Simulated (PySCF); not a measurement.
## Working out the ionisation energy of In

In [Kr] 4d10 5s2 5p1 (2P) → In⁺ [Kr] 4d10 5s2 (1S). All numbers are calculated (PySCF 2.14, scalar relativity by spin-free X2C-1e, in ANO-RCC-VTZP). Frozen: [Ar] 3d10. Energies in hartree (1 hartree = 27.21139 eV):

```csv
part,In (lower),In⁺ (upper)
UHF,-5878.056334,-5877.864573
CCSD correlation,-0.658067,-0.648717
(T),-0.017087,-0.016718
```

What does Hartree-Fock give?

(-5877.864573) − (-5878.056334) = 0.191761 hartree = 5.218 eV.

What do CCSD and CCSD(T) give?

The CCSD correlation energies differ by 0.009350 hartree = 0.254 eV and the triples by 0.000369 hartree = 0.010 eV, so CCSD gives 5.472 eV and CCSD(T) 5.482 eV.

Measured between the centres of the two terms (NIST): 5.603 eV, so CCSD(T) (valence and next inner shell) is off by -0.121 eV.

What remains against the reference includes basis incompleteness, the frozen core and higher excitations.
